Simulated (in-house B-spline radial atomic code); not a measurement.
**Response and correlation of O4+**

Closed shell [He] 2s2. Computed with a B-spline radial code for spherical atoms: Dirac-Hartree-Fock, relativistic RPA (time-dependent Dirac-Hartree-Fock) for the response and second-order many-body perturbation theory for correlation, no-pair Dirac-Coulomb Hamiltonian, finite nucleus.

| multipole (bohr³, bohr⁵, bohr⁷) | uncoupled | coupled RPA |
| --- | --- | --- |
| dipole | 0.92446 | 1.2647 |
| quadrupole | 0.42015 | 0.49718 |
| octupole | 0.6368 | ? |

(1) What is the coupled octupole polarisability?

(2) Which subshells carry the dipole polarisability?

(3) What does the dipole shielding factor come to?

Dipole polarisability at imaginary frequency:

```json
{"u (Eh)": "0", "α(iu) (bohr³)": "1.265"}
{"u (Eh)": "0.559", "α(iu) (bohr³)": "0.77"}
{"u (Eh)": "1.68", "α(iu) (bohr³)": "0.2311"}
{"u (Eh)": "3.35", "α(iu) (bohr³)": "0.09183"}
{"u (Eh)": "5.59", "α(iu) (bohr³)": "0.04394"}
{"u (Eh)": "11.2", "α(iu) (bohr³)": "0.01513"}
{"u (Eh)": "22.4", "α(iu) (bohr³)": "0.005083"}
{"u (Eh)": "55.9", "α(iu) (bohr³)": "0.001085"}
```

(4) What dispersion coefficients follow for two such ions (the dispersion part alone)?

Lowest J = 1 odd-parity excitations:

```
energy (eV)  oscillator strength  leading channel  weight
     5.3962             5.58e-07     2s1/2 → p1/2   0.669
     17.793                0.498     2s1/2 → p3/2   0.669
     70.013              4.7e-05     2s1/2 → p1/2   0.676
     70.806                0.395     2s1/2 → p3/2   0.676
     88.728             1.94e-05     2s1/2 → p1/2   0.678
     88.995                0.121     2s1/2 → p3/2   0.678
      97.19             1.04e-05     2s1/2 → p1/2   0.679
     97.323               0.0578     2s1/2 → p3/2   0.679
```

For an outer ns² shell RPA puts the lowest triplet far too low, and second order misses the ns²-np² near-degeneracy.

Second-order correlation energy by the highest angular momentum of the excited pair (hartree): s -0.01582, p -0.08307, d -0.009974, f -0.002724, g -0.001023, h -0.0004471, i -0.0002279, k -0.0001272.

(5) What is the second-order correlation energy at the partial-wave limit?

Results:

(1) 0.72086 atomic units, +13 % against the uncoupled value.

(2) 2s1/2 100.2 %, 1s1/2 -0.2 %.

(3) The dipole shielding factor is 0.500, against the exact N/Z = 4/8 = 0.500 of the non-relativistic theorem.

(4) C6 = (3/π)∫α(iu)²du = 0.8812 hartree·bohr⁶ and C8 = 2.873 hartree·bohr⁸.

(5) The listed waves sum to -0.11341 hartree; extrapolating the increments as (l + 1/2)⁻⁴ gives -0.11367 hartree, -0.773 eV per electron.
